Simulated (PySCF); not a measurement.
Isomers of C6H3N, mass 89.027 u with the commonest isotopes. Theory: PBE0/pcSseg-1 in PySCF (dipole) on a GFN2-xTB geometry, gas phase. One conformer each, none proved a minimum here; rigid rotors.

Question: Order these by rotational constant A, smallest first.
A. `C#C[C@@H]1C=C1C#N`
B. `C#CC=C=CC#N`
C. methylcyanodiacetylene (`CC#CC#CC#N`)
D. `C1=CC1(C#N)C#C`

Answer: D (3786 MHz), A (6128 MHz), B (9136 MHz), C (159166 MHz).

Question: Order these by out-of-plane moment Σ m c² = (Ia + Ib − Ic)/2, largest first.
A. `C#CC=C=CC#N`
B. `C#CC1(C#N)C=C1`
C. methylcyanodiacetylene, `CC#CC#CC#N`
D. `C#C[C@@H]1C=C1C#N`

Answer: B (15.15 u·Å²), A (13.40 u·Å²), D (10.86 u·Å²), C (1.59 u·Å²).

Question: Order these by rotational constant C, smallest first.
A. `C#C[C@@H]1C=C1C#N`
B. methylcyanodiacetylene, `CC#CC#CC#N`
C. `C#CC1(C#N)C=C1`
D. `C(=C=CC#N)C#C`

Answer: B (788.6 MHz), D (1091 MHz), A (1408 MHz), C (1763 MHz).

```csv
SMILES,point group,Ia (u·Å²),Ib (u·Å²),Ic (u·Å²),κ,μa (D),μb (D),μc (D)
CC#CC#CC#N,C3v,3.18,640.84,640.84,-1.00,6.51,0.00,0.00
C#CC=C=CC#N,C1,55.32,434.85,463.36,-0.98,3.29,2.13,0.87
C#CC1(C#N)C=C1,Cs,133.49,183.46,286.65,-0.02,2.77,3.49,0.00
C#C[C@@H]1C=C1C#N,C1,82.46,298.20,358.93,-0.88,2.73,2.47,0.28
```
